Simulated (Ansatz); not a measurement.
Total energies of `C[SiH2]SP`.

```
atom   x (Å)   y (Å)   z (Å)
  C1   1.500  -1.255  -0.595
 Si2   0.351   0.115  -0.069
  S3  -1.590  -0.713   0.296
  P4  -2.637   1.042   0.852
  H5   1.143  -1.733  -1.510
  H6   1.582  -2.016   0.184
  H7   2.499  -0.853  -0.787
  H8   0.827   0.774   1.177
  H9   0.230   1.157  -1.124
 H10  -1.698   1.581   1.775
 H11  -2.208   1.902  -0.197
```

Total charge 0; spin multiplicity 1. The structure was optimised at the PBE0-D4/def2-TZVP level. It is one conformer, not always the lowest. Basis def2-TZVPP, Ansatz 0.2.0.

RPA on PBE orbitals: Hartree–Fock energy of these orbitals -1069.18228 Eh, correlation -1.14560 Eh (frozen core).

| functional | energy without D4 (Eh) | D4 term (kJ/mol) |
| --- | --- | --- |
| r2SCAN | -1071.33806 | -6.6 |
| r2SCAN0 | -1071.32373 | -7.9 |

(1) Give the same for LDA (SPW92), PBE, revPBE, BLYP, B97M-V, PBE0, B3LYP, r2SCANh, HSE06 (plane-wave form), BHLYP, CAM-B3LYP, LC-ωPBE, ωB97X-V, ωB97M-V, B2PLYP, PBE-QIDH. (An estimate is asked.)

B3LYP takes the VWN-RPA correlation (the form of Gaussian; ORCA's B3LYP/G). HSE06 is the plane-wave form, built on full-range PBE exchange. The double hybrids freeze the cores in their second-order part.

Answers

(1) The calculation gave: 
```json
{"functional": "LDA (SPW92)", "energy without D4 (Eh)": "-1067.23247", "D4 term (kJ/mol)": "–"}
{"functional": "PBE", "energy without D4 (Eh)": "-1070.89794", "D4 term (kJ/mol)": "-27.7"}
{"functional": "revPBE", "energy without D4 (Eh)": "-1071.23202", "D4 term (kJ/mol)": "-77.4"}
{"functional": "BLYP", "energy without D4 (Eh)": "-1071.39912", "D4 term (kJ/mol)": "-60.2"}
{"functional": "B97M-V", "energy without D4 (Eh)": "-1071.18554", "D4 term (kJ/mol)": "–"}
{"functional": "PBE0", "energy without D4 (Eh)": "-1071.00167", "D4 term (kJ/mol)": "-23.5"}
{"functional": "B3LYP", "energy without D4 (Eh)": "-1071.50779", "D4 term (kJ/mol)": "-45.1"}
{"functional": "r2SCANh", "energy without D4 (Eh)": "-1071.33191", "D4 term (kJ/mol)": "-7.1"}
{"functional": "HSE06 (plane-wave form)", "energy without D4 (Eh)": "-1070.97772", "D4 term (kJ/mol)": "-22.1"}
{"functional": "BHLYP", "energy without D4 (Eh)": "-1071.41154", "D4 term (kJ/mol)": "-36.8"}
{"functional": "CAM-B3LYP", "energy without D4 (Eh)": "-1071.43859", "D4 term (kJ/mol)": "-24.2"}
{"functional": "LC-ωPBE", "energy without D4 (Eh)": "-1071.11279", "D4 term (kJ/mol)": "–"}
{"functional": "ωB97X-V", "energy without D4 (Eh)": "-1071.27392", "D4 term (kJ/mol)": "–"}
{"functional": "ωB97M-V", "energy without D4 (Eh)": "-1071.34355", "D4 term (kJ/mol)": "–"}
{"functional": "B2PLYP", "energy without D4 (Eh)": "-1071.02711", "D4 term (kJ/mol)": "–"}
{"functional": "PBE-QIDH", "energy without D4 (Eh)": "-1070.74055", "D4 term (kJ/mol)": "–"}
```

LC-ωPBE has ω = 0.4 bohr⁻¹.
